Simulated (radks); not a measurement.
Neutral selenium, configuration [Ar] 3d10 4s2 4p4. Calculated with a radial shooting solver on a logarithmic mesh with Libxc functionals: scalar-relativistic Kohn-Sham, r2SCAN, spin-polarised, spherical densities, finite nucleus; open shells are filled with parallel spins first; meta-GGA in the generalised Kohn-Sham scheme; Fermi nuclear charge, rms radius 4.14 fm; hard spherical wall at 5 bohr. Some entries of the table are withheld. Estimate them.

| orbital | occ. | eigenvalue (Ry) | <1/r> (bohr^-1) |
|---|---|---|---|
| 1s up | 1 | -921.4099 | 34.56 |
| 1s down | 1 | -921.3982 | 34.56 |
| 2s up | 1 | -118.9567 | 7.649 |
| 2s down | 1 | -118.9551 | 7.648 |
| 2p up | 3 | -104.4593 | 7.475 |
| 2p down | 3 | -104.4509 | 7.474 |
| 3s up | 1 | -15.97501 | 2.493 |
| 3s down | 1 | -15.96514 | 2.492 |
| 3p up | 3 | -11.38472 | 2.336 |
| 3p down | 3 | -11.37297 | 2.336 |
| 3d up | 5 | -3.84537 | 2.027 |
| 3d down | 5 | -3.82767 | 2.032 |
| 4s up | 1 | -1.27912 | 0.7278 |
| 4s down | 1 | -1.12294 | 0.7288 |
| 4p up | 3 | -0.44265 | 0.6002 |
| 4p down | 1 | -0.29084 | 0.5968 |
| 4d up | 0 | 0.62394 | 0.4430 |
| 4d down | 0 | 0.75847 | 0.4350 |
| 5s up | 0 | (1) | 0.4660 |
| 5s down | 0 | (2) | 0.4654 |
| 5p up | 0 | 1.28314 | 0.4937 |
| 5p down | 0 | 1.39299 | 0.4920 |

Answer. 
(1) 5s up eigenvalue (Ry): 0.76634
(2) 5s down eigenvalue (Ry): 0.88191
